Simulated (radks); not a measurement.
Results of a calculation; reference values are marked as such.
Species: the erbium ion Er43+. Configuration: [Ar] 3d7 (the NIST ground configuration). Level of theory: scalar-relativistic Kohn-Sham, r2SCAN, spin-polarised, spherical densities, finite nucleus; open shells are filled with parallel spins first (spin-orbit coupling, left out, can overturn this in heavy ions); meta-GGA in the generalised Kohn-Sham scheme; Fermi nuclear charge, rms radius 5.2516 fm (a radial shooting solver on a logarithmic mesh with Libxc functionals).

Unscreened Slater integrals over Kohn-Sham orbitals (eV). They are taken over the spin-up orbitals.

| integral | value |
|---|---|
| F0(3d,3d) | 128.20 |
| F2(3d,3d) | 65.892 |
| F4(3d,3d) | 42.531 |
| F0(3d,3p) | 119.31 |
| F2(3d,3p) | 57.452 |
| G1(3d,3p) | 61.963 |
| G3(3d,3p) | 41.256 |
| F0(3d,3s) | 118.34 |
| G2(3d,3s) | 47.648 |
| F0(3p,3p) | 114.11 |
| F2(3p,3p) | 57.281 |
| F0(3p,3s) | 113.15 |
| G1(3p,3s) | 73.756 |
| F0(3s,3s) | 112.47 |

Derived for the open shells (J is the average intra-shell exchange parameter used in DFT+U). 3d: Racah B = F2/49 - 5 F4/441 = 0.8625 eV, C = 35 F4/441 = 3.375 eV, C/B = 3.91, F4/F2 = 0.645, J = (F2 + F4)/14 = 7.744 eV.
